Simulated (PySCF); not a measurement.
H₂I₂OSi. Atoms are numbered in the order given.

```xyz
6

Si     0.4656     0.9907     0.0000
O     -0.3758     2.4268     0.0000
I     -0.0384    -0.3490    -2.0104
I     -0.0384    -0.3490     2.0104
H      1.9101     1.3554     0.0000
H     -1.3480     2.3536     0.0000
```

Geometry: PBE-D3(BJ)/def2-SVP. This is a generated structure with no PubChem entry under its InChIKey; it may be hypothetical. The def2 effective core potentials stand for the cores of I; spin–orbit coupling is left out. The values are those of a single conformer.

Method: PBE/def2-TZVP in PySCF.

ESP charges are fitted to the potential on shells at 1.4 to 2.0 van der Waals radii. Atomic charges (e):

```
atom  Mulliken  ESP fit
----  --------  -------
Si1       0.35    -0.12
O2       -0.44    -0.38
I3       -0.12    -0.01
I4       -0.12    -0.01
H5        0.02     0.14
H6        0.32     0.40
```

Question: Give the Mayer and Wiberg (Löwdin basis) orders of the bonds. (Estimate from the structure and the level; the computed values follow.)

Answer: 
| bond | Mayer | Wiberg |
|---|---|---|
| Si1–O2 | 1.28 | 1.74 |
| Si1–I3 | 1.15 | 1.67 |
| Si1–I4 | 1.15 | 1.67 |
| Si1–H5 | 0.90 | 0.91 |
| O2–H6 | 0.87 | 1.00 |
